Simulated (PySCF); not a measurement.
**Boron: a sound run and one with changed settings**

Sound run: B⁺ [He] 2s2, B²⁺ [He] 2s1. Computed with PySCF 2.14 in cc-pVTZ-DK, with scalar relativity by spin-free X2C-1e. In the sound run the correlated levels freeze 1s2. The sound run starts from symmetry-adapted Hartree-Fock orbitals and uses a fine grid where one is needed.

Changed run: all electrons correlated in a basis built for the valence shell.

```tsv
species	method	sound run (hartree)	changed run (hartree)	converged
B⁺	MP2	-24.27940	-24.28617	yes
B⁺	CCSD(T)	-24.30326	-24.30982	yes
B²⁺	MP2	n/a	-23.38811	yes
B²⁺	CCSD(T)	n/a	-23.38858	yes
```

Ionisation energy of B⁺:

```json
{"method": "UHF", "sound run (eV)": "23.445", "changed run (eV)": "23.445"}
{"method": "MP2", "sound run (eV)": "24.421", "changed run (eV)": "24.438"}
{"method": "SCS-MP2", "sound run (eV)": "24.617", "changed run (eV)": "24.631"}
{"method": "CCSD", "sound run (eV)": "25.071", "changed run (eV)": "25.061"}
{"method": "CCSD(T)", "sound run (eV)": "25.071", "changed run (eV)": "25.068"}
```

A valence basis has no tight correlating functions, so it recovers only part of the core correlation, and not evenly between atom and ion.

For comparison, NIST gives 25.155 eV between the lowest levels.
